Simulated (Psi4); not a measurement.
Pair of molecules, SMILES N with SMILES Br, pulled apart as rigid monomers along the line of their centres of mass from the B3LYP-D3(BJ)/def2-TZVP minimum (SMILES order as in the coordinates).
Starting geometry (charge 0, multiplicity 1):
```xyz
6

N      0.2635    -0.0225     0.4461
H      1.1958     0.0311     0.0518
H     -0.1763    -0.8770     0.1234
H     -0.2766     0.7669     0.1102
Br     0.4058     0.0116     3.6068
H      0.3377    -0.0047     2.0949
```

The numbers are results of SAPT0/aug-cc-pVDZ (Psi4), not measurements.

```
N1···H6 (Å)  electrostatics (kJ/mol)  exchange (kJ/mol)  induction (kJ/mol)  dispersion (kJ/mol)  total
-----------  -----------------------  -----------------  ------------------  -------------------  -----
1.49                          -151.4              261.0              -126.9                -39.9  -57.2
1.65                          -106.4              160.4               -77.9                -28.2  -52.0
1.90                             ___               76.2               -37.8                -17.2  -43.0
2.31                           -30.8               21.3               -11.8                 -8.0  -29.3
2.97                           -12.7                2.6                 ___                 -2.7  -14.9
```

Q: Complete the blanks.

A: 
- 1.90, electrostatics (kJ/mol): -64.2
- 2.97, induction (kJ/mol): -2.2
